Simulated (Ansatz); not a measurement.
Coupled-cluster diagnostics for Li4F5⁻, Ansatz.

Geometry of the singlet (B3LYP-D4/def2-SVPD):

| atom | x (Å) | y (Å) | z (Å) |
| --- | --- | --- | --- |
| Li1 | 0.256 | -0.092 | 1.850 |
| Li2 | 0.260 | 0.883 | -1.763 |
| Li3 | 0.723 | -1.024 | -0.459 |
| Li4 | -1.308 | 0.265 | -0.116 |
| F5 | -1.514 | 1.035 | -1.665 |
| F6 | 0.649 | 0.065 | 3.462 |
| F7 | 0.524 | 0.793 | 0.150 |
| F8 | -0.713 | -1.289 | 0.650 |
| F9 | 1.123 | -0.637 | -2.109 |

Correlated methods freeze 5 core orbitals; core or outer-core shells of Li are correlated, in sets that lack core-valence functions. Another isomer (singlet) lies 1.01 eV lower at PBE0-D4/def2-TZVPD; other spin states weren't run for this one.

(1) Estimate the CCSD(T) correlation energy, the shares of MP2 and (T), T1 and the reference's ⟨S²⟩ for: charge -1, singlet, own geometry in def2-SVPD; and the rough time on 4 threads of Arm Neoverse V1 on a shared host.

Answers

(1) 
```json
{"state": "charge -1, singlet, own geometry", "basis": "def2-SVPD", "correlation (eV)": "-31.007", "MP2 share (%)": "97.8", "(T) share (%)": "1.9", "T1": "0.016", "⟨S²⟩ (pure)": "0.00 (0.00)", "wall time": "90 s"}
```
Customary marks for T1 are 0.02 (closed shells), 0.045 (open shells) and about 0.05 (3d metals). T1 stays under 0.02 throughout.
